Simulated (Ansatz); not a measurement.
One arrangement of a pair

The pair of CH4 (SMILES C, atoms 1–5) and SbH3 (SMILES [SbH3], atoms 6–9), both closed shells, in one local arrangement (a lower one may exist), relaxed at PBE0-D4/def2-TZVP:

```
atom    x (Å)    y (Å)    z (Å)
  C1   0.0443  -0.2127  -1.7821
  H2  -0.4001   0.6693  -1.3213
  H3  -0.0345  -0.1325  -2.8658
  H4  -0.4828  -1.1062  -1.4475
  H5   1.0947  -0.2816  -1.4998
 Sb6   0.0137  -0.4383   2.0935
  H7  -1.3217   0.5068   1.6056
  H8   1.1104   0.7546   1.5567
  H9  -0.0242   0.2406   3.6608
```

Program: Ansatz 0.2.0. Basis: def2-TZVPPD, with def2-QZVPPD for the basis limit. Cores are frozen in the correlated methods. Filled d shells of the heavier atoms are correlated. Core potentials replace the inner electrons of the atoms past krypton. The def2 sets are not built for correlating such inner shells, so the correlated values are less sure here. B3LYP uses VWN-RPA correlation. Extrapolation: Hartree–Fock as exp(−7.88 √X), correlation as X^−2.97. Interaction energies count from these two fragments, frozen as in the pair, with the counterpoise correction; negative means bound.

(1) What is the interaction energy by CCSD(T) at an estimated basis limit (MP2 extrapolated from triple and quadruple zeta, plus CCSD(T) − MP2 in triple zeta)? (To be estimated.)

(2) Which atoms make the shortest contact between the fragments?

No T1 diagnostic of these runs exceeds 0.015.

Results:

(1) Computed: -4.0 kJ/mol. Hartree–Fock alone gives 2.4 kJ/mol at the basis limit, so without correlation the pair would not bind at this distance. It counts from the two fragments frozen as in the pair.

The same quantity by other methods in triple zeta, and each one's difference from that estimate:
| method | E_int (kJ/mol) | difference |
| --- | --- | --- |
| PBE-D4 | -5.0 | -1.0 |
| revPBE-D4 | -4.8 | -0.9 |
| BLYP-D4 | -4.0 | 0.0 |
| r2SCAN-D4 | -3.6 | 0.3 |
| B97M-V | -3.8 | 0.2 |
| PBE0-D4 | -4.6 | -0.6 |
| B3LYP-D4 | -4.3 | -0.4 |
| HSE06-D4 | -4.6 | -0.6 |
| wB97X-V | -4.0 | 0.0 |
| wB97M-V | -3.8 | 0.2 |
| B2PLYP | -0.3 | 3.7 |
| HF | 2.5 | 6.4 |
| MP2 | -3.7 | 0.3 |
| CCSD | -2.4 | 1.6 |
| CCSD(T) | -3.2 | 0.8 |
Differences are method less estimate.

(2) H2 and H7, 3.07 Å apart.

Basis-set superposition shift (counterpoise-corrected less uncorrected): CCSD(T) 2.1; MP2 2.1; HF 0.1; PBE0-D4 0.1; wB97M-V 0.2 kJ/mol.

For scale, one of the runs: CCSD(T)/def2-TZVPPD, 212 basis functions, launched by `ansatz run in.yaml --threads 4 --pin off --events-out ev --progress --plain --max-ram 9574MiB`. The run took 71 s on 4 CPU threads of an Arm Neoverse V1 (shared host), with 3.2 GiB of host memory at its peak.
